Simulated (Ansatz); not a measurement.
Relaxation of CH$_{9}$BrSi$_{2}$ (13 atoms, charge 0, multiplicity 1), to a largest force component of 0.03 eV/Å in at most 50 steps.

The calculation used RKS PBE-D4/def2-mTZVP in Ansatz 0.2.0.

```xyz
13
Properties=species:S:1:pos:R:3
Si -0.986 -0.783 0.783
Br -0.555 -2.685 -0.431
H -1.804 -1.247 1.951
H -1.847 0.127 -0.018
Si 1.024 0.102 1.618
H 0.298 -0.284 -1.620
C -0.035 0.717 -1.865
H 1.503 -0.807 2.707
H 2.077 0.218 0.565
H 0.753 1.456 2.202
H 0.541 1.075 -2.729
H 0.129 1.410 -1.032
H -1.098 0.700 -2.132
```

Task: Where does it end, and by what steps?

Result: The run converged. The force dipped under the threshold on the way, but the program's further checks kept it going. After 8 steps the energy has fallen by 0.169 eV; H6 moved furthest, 0.46 Å.

| step | energy less start (eV) | largest force component (eV/Å) | accepted |
| --- | --- | --- | --- |
| 0 | 0.0000 | 0.621 | yes |
| 1 | -0.1280 | 0.149 | yes |
| 2 | -0.1402 | 0.275 | yes |
| 3 | -0.1620 | 0.080 | yes |
| 4 | -0.1656 | 0.068 | yes |
| 5 | -0.1674 | 0.018 | yes |
| 6 | -0.1683 | 0.021 | yes |
| 7 | -0.1686 | 0.014 | yes |
| 8 | -0.1689 | 0.024 | yes |

```xyz
13
Properties=species:S:1:pos:R:3
Si -1.054 -0.983 1.125
Br -0.592 -2.876 -0.021
H -1.910 -1.358 2.294
H -1.845 -0.089 0.224
Si 0.963 0.002 1.810
H 0.334 -0.106 -2.043
C 0.050 0.931 -2.262
H 1.630 -0.870 2.828
H 1.870 0.175 0.632
H 0.684 1.343 2.420
H 0.621 1.289 -3.128
H 0.271 1.567 -1.394
H -1.023 0.977 -2.486
```

Time of the run: 25 s on 4 threads of Arm Neoverse N1 (shared host), peak memory 0.2 GiB.
